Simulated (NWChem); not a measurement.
System: C2H4F2OSi; SMILES CC(=O)[SiH](F)F

```xyz
10

C     -1.3258     1.6365     0.0000
C      0.0913     1.1429     0.0000
O      1.0545     1.8779     0.0000
Si     0.4571    -0.7426     0.0000
F     -0.2375    -1.4161    -1.2957
F     -0.2375    -1.4161     1.2957
H     -1.3486     2.7350     0.0000
H     -1.8543     1.2421     0.8838
H     -1.8543     1.2421    -0.8838
H      1.9048    -1.0330     0.0000
```
Atoms are numbered in this order, from 1.

Program: NWChem. Pople sets run with spherical d functions. The geometry was optimised at PBE0/def2-SVP.

Q: Taking B3LYP/6-311++G** as the yardstick, which of these has the fewest basis functions while keeping “highest occupied level (eV)” within 0.05 eV of it: B3LYP/6-31+G*; B3LYP/3-21G; B3LYP/STO-3G; B3LYP/6-311G**; B3LYP/6-31G*?

A: none of them.
| level | basis functions | highest occupied level (eV) | relative time (rough) |
|---|---|---|---|
| B3LYP/STO-3G | 38 | -3.22 | 1 |
| B3LYP/3-21G | 66 | -6.76 | 1 |
| B3LYP/6-31G* | 96 | -6.90 | 3 |
| B3LYP/6-31+G* | 120 | -7.33 | 5 |
| B3LYP/6-311G** | 140 | -7.19 | 5 |
| B3LYP/6-311++G** | 168 | -7.40 | 10 |

The yardstick is one finite set, not the basis-set limit.
